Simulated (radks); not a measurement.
Results of a calculation; reference values are marked as such.
Problem. The gadolinium ion Gd2+, 62 electrons, occupied as [Xe] 4f7 5d1. Level of theory: Dirac Kohn-Sham, PBE, spin-unpolarised, spherical densities, point nucleus; open shells fill j = l - 1/2 first (a radial shooting solver on a logarithmic mesh with Libxc functionals).

Spin-orbit splittings of the eigenvalues, e(l+1/2) - e(l-1/2), with zeta = 2 splitting/(2l+1) and mean radii in bohr:

shell  occ.  splitting (eV)  zeta (eV)  <r> j=l-1/2  <r> j=l+1/2
2p        6           695.9      463.9      0.07746      0.08430
3p        6           142.7      95.16       0.2336       0.2467
3d       10           31.10      12.44       0.2187       0.2228
4p        6           31.75      21.17       0.5648       0.5943
4d       10               ?          ?       0.6302       0.6406
4f        7          0.7540     0.2154       0.8575       0.8697
5p        6           4.370      2.914        1.490        1.582
5d        1          0.3573     0.1429        2.346        2.395
6p        0          0.5610     0.3740        4.029        4.211

Estimate the 4d splitting.

Solution. 5.739 eV (zeta = 2.296 eV).
